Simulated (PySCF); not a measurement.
Species: H6O2Si2.
SMILES: `O[SiH2]O[SiH3]`

Torsions of this conformer, `[OH:1][SiH2:2][O:3][SiH3:4]`: O1–Si2–O3–Si4 -179°, H–O1–Si2–O3 64°.

The closed-shell ground state was solved at several levels (PySCF, density fitting, gas phase, non-relativistic). One conformer (not necessarily the lowest) at the PBE0-D3(BJ)/def2-SVP geometry, without solvent, vibrations or thermal averaging.

| level | basis functions | HOMO (eV) | LUMO (eV) | gap (eV) | dipole (D) |
| --- | --- | --- | --- | --- | --- |
| HF/pcSseg-2 | 242 | -12.18 | 2.53 | 14.71 | 1.43 |
| B97-2/pcSseg-2 | 242 | -8.38 | -0.03 | 8.35 | 1.30 |
| LDA/pcSseg-2 | 242 | -7.25 | -1.15 | 6.10 | 1.31 |
| PBE0/aug-cc-pVDZ | 154 | -8.52 | -0.34 | 8.18 | 1.21 |
| B3LYP/pcSseg-2 | 242 | -8.43 | -0.30 | 8.13 | 1.32 |
| PBE0/cc-pVDZ | 94 | -8.38 | 0.55 | 8.93 | 1.26 |
| PBE0/cc-pVTZ | 212 | -8.55 | 0.23 | 8.78 | 1.20 |
| BLYP/pcSseg-2 | 242 | -7.13 | -0.79 | 6.34 | 1.26 |

Q: Estimate the row for CAM-B3LYP/def2-SVPD, a basis of 142 functions; the other rows only guide the guess.

A: HOMO -10.00 eV, LUMO 0.74 eV, gap 10.74 eV, dipole 1.31 D.

Q: Over all these levels, which gives the widest orbital gap and which the narrowest?

A: HF/pcSseg-2 (Hartree–Fock, all exact exchange) has the widest, 14.71 eV, and LDA/pcSseg-2 (LDA) the narrowest, 6.10 eV. The two share the basis. From the narrowest to the widest the HOMO moves by -4.93 eV and the LUMO by +3.68 eV. The HOMO need not be the same orbital at Hartree–Fock and at DFT levels.

Q: How much does the basis alone move the frontier levels among the 3 PBE0 rows?

A: The HOMO by 0.17 eV and the LUMO by 0.89 eV. By rising basis size (HOMO, LUMO in eV): cc-pVDZ -8.38, 0.55; aug-cc-pVDZ -8.52, -0.34; cc-pVTZ -8.55, 0.23.

Q: In the pcSseg-2 basis, how does the gap go with the fixed share of exact exchange?

A: LDA (0 %) 6.10 eV; BLYP (0 %) 6.34 eV; B3LYP (20 %) 8.13 eV; B97-2 (21 %) 8.35 eV; HF (100 %) 14.71 eV. Each rise in the share widens the gap here.

Q: How far do the dipole and the HOMO energy spread over the levels?

A: The dipole runs from 1.20 to 1.43 D (mean 1.29 D) and the HOMO from -12.18 to -7.13 eV.
